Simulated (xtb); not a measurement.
silicon monosulfide (SSi), singlet, from a rough starting geometry; GFN2-xTB in xtb.

Here is a job for xtb.
```
$ xtb mol.xyz --gfn 2 --opt vtight --json

# file mol.xyz
2

Si     0.94276378    -0.04674641    -0.00802147
S     -0.97384135    -0.03261159     0.00674962
```

What the program printed (banner, timings and long lists left out):

```
   ID    Z sym.   atoms
    1   14 Si     1
    2   16 S      2

           -------------------------------------------------
          |                Calculation Setup                |
           -------------------------------------------------

           -------------------------------------------------
          |                 G F N 2 - x T B                 |
           -------------------------------------------------

          ...................................................
          :                      SETUP                      :
          :.................................................:
          :  # basis functions                  20          :
          :  # atomic orbitals                  18          :
          :  # shells                            6          :
          :  # electrons                        10          :
          :  max. iterations                   250          :
          :  Hamiltonian                  GFN2-xTB          :
          :  restarted?                      false          :
          :  GBSA solvation                  false          :
          :  PC potential                    false          :
          :  electronic temp.          300.0000000     K    :
          :  accuracy                    1.0000000          :
          :  -> integral cutoff          0.2500000E+02      :
          :  -> integral neglect         0.1000000E-07      :
          :  -> SCF convergence          0.1000000E-05 Eh   :
          :  -> wf. convergence          0.1000000E-03 e    :
          :  Broyden damping             0.4000000          :
          :  net charge                          0          :
          :  unpaired electrons                  0          :
          ...................................................

 iter      E             dE          RMSdq      gap      omega  full diag
   1     -4.9743294 -0.497433E+01  0.211E+01    2.88       0.0  T
   2     -4.9906599 -0.163304E-01  0.166E+01    2.60       1.0  T
   3     -4.9583080  0.323519E-01  0.670E+00    3.14       1.0  T
   4     -4.9928609 -0.345529E-01  0.280E+00    2.80       1.0  T
   5     -4.9825306  0.103303E-01  0.340E+00    3.11       1.0  T
   6     -4.9973506 -0.148199E-01  0.924E-01    2.97       1.0  T
   7     -4.9984059 -0.105530E-02  0.579E-01    2.96       1.0  T
   8     -4.9985525 -0.146600E-03  0.212E-01    2.92       1.0  T
   9     -4.9986008 -0.483049E-04  0.628E-02    2.93       1.1  T
[...]
         :: total energy              -4.956534475903 Eh    ::
 * total energy  :    -4.9565345 Eh     change       -0.1776357E-13 Eh
 * total energy  :    -4.9599502 Eh     change       -0.3415710E-02 Eh
 * total energy  :    -4.9613884 Eh     change       -0.1438198E-02 Eh
 * total energy  :    -4.9615121 Eh     change       -0.1237336E-03 Eh
 * total energy  :    -4.9615180 Eh     change       -0.5908875E-05 Eh
 * total energy  :    -4.9615180 Eh     change       -0.1279870E-07 Eh
   *** GEOMETRY OPTIMIZATION CONVERGED AFTER 6 ITERATIONS ***
         :: total energy              -4.961518039627 Eh    ::
[...]
        11                         -0.0282318              -0.7682
        12                         -0.0282318              -0.7682
        13                          0.0382786               1.0416
        14                          0.0382786               1.0416
        15                          0.0434481               1.1823
        16                          0.1194812               3.2512
       ...                                ...                  ...
        18                          0.9782733              26.6202
      -------------------------------------------------------------
                  HL-Gap            0.1026908 Eh            2.7944 eV
             Fermi-level           -0.3162895 Eh           -8.6067 eV

     #   Z          covCN         q      C6AA      α(0)
     1  14 Si       0.882     0.389   223.650    32.498
     2  16 S        0.882    -0.389   156.097    21.132

 Mol. C6AA /au·bohr⁶  :        742.808366
 Mol. C8AA /au·bohr⁸  :      45136.127300
 Mol. α(0) /au        :         53.630608

Wiberg/Mayer (AO) data.
largest (>0.10) Wiberg bond orders for each atom

 ---------------------------------------------------------------------------
     #   Z sym  total        # sym  WBO       # sym  WBO       # sym  WBO
 ---------------------------------------------------------------------------
     1  14 Si   2.337 --     2 S    2.337
     2  16 S    2.337 --     1 Si   2.337
 ---------------------------------------------------------------------------

Topologies differ in total number of bonds
Writing topology from bond orders to xtbtopo.mol

molecular dipole:
                 x           y           z       tot (Debye)
 q only:        1.471      -0.011      -0.011
   full:        1.730      -0.013      -0.013       4.398
molecular quadrupole (traceless):
                xx          xy          yy          xz          yz          zz
 q only:       -0.087      -0.165       0.045      -0.002       0.001       0.042
  q+dip:       -0.320      -0.192       0.161      -0.000       0.002       0.159
   full:       -3.667      -0.155       1.835       0.039       0.001       1.832

optimized geometry written to: xtbopt.xyz

           -------------------------------------------------
          | TOTAL ENERGY               -4.961518039627 Eh   |
          | GRADIENT NORM               0.000071978714 Eh/α |
          | HOMO-LUMO GAP               2.794358656194 eV   |
           -------------------------------------------------
```
